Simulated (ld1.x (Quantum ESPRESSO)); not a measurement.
**cadmium, TM: configuration errors across variants**

Cd, norm-conserving Troullier–Martins (Kleinman–Bylander form), made with ld1.x (Quantum ESPRESSO) 7.5 (PW91, scalar-relativistic). Core [Kr], reference 4d10 5s1.75 5p0 (charge +0.25). Waves: 5p (bound, empty): rc 3.35 bohr; 4d (bound): rc 1.75 bohr; 5s (bound): rc 2.05 bohr. Local part: the s channel. Core correction: none.

All-electron excitation energies from the reference (eV): (1) 4d10 5s2 5p0 -1.649; (2) 4d10 5s1 5p0 7.696; (3) 4d10 5s0 5p0 24.906; (4) 4d9 5s0 5p0 63.001; (5) 4d8 5s0 5p0 117.150; (6) 4d9 5s2 5p1 11.003; (7) 4d10 5s0 5p1 13.509.

Errors AE − PS in meV (a dash: test not solved or not reliable):

```csv
change,(1),(2),(3),(4),(5),(6),(7),bound ghosts
base,+0.4,-0.2,+13,-95,-651,-180,+11,none
wave 5p (bound): rc 3.35 bohr becomes 5p (bound): rc 2.26 bohr,+0.4,-0.2,+13,-95,-651,-188,+3.7,none
wave 5p (bound): rc 3.35 bohr becomes 5p (bound): rc 2.50 bohr,+0.4,-0.2,+13,-95,-652,-194,+3.0,none
wave 5p (bound): rc 3.35 bohr becomes 5p (bound): rc 2.90 bohr,+0.4,-0.2,+13,-95,-651,-192,+3.9,none
wave 5p (bound): rc 3.35 bohr becomes 5p (bound): rc 3.06 bohr,+0.4,-0.2,+13,-95,-651,-187,+6.6,none
wave 5p (bound): rc 3.35 bohr becomes 5p (bound): rc 3.42 bohr,+0.4,-0.2,+13,-95,-651,-177,+13,none
wave 5p (bound): rc 3.35 bohr becomes 5p (bound): rc 4.14 bohr,+0.4,-0.2,+13,-95,-651,-153,+34,none
wave 5p (bound): rc 3.35 bohr becomes 5p (bound): rc 4.36 bohr,+0.4,-0.2,+13,-95,-651,-148,+39,none
wave 5p (bound): rc 3.35 bohr becomes 5p (bound): rc 4.76 bohr,+0.4,-0.2,+13,-95,-651,-143,+45,none
wave 5p (bound): rc 3.35 bohr becomes 5p (bound): rc 5.12 bohr,+0.4,-0.2,+13,-95,-652,-141,+47,none
```

**Question.** Give the same row for: wave 5p (bound): rc 3.35 bohr becomes 5p (bound): rc 3.72 bohr.

**Answer.** +0.4, -0.2, +13, -95, -651, -168, +21; bound ghosts: none.
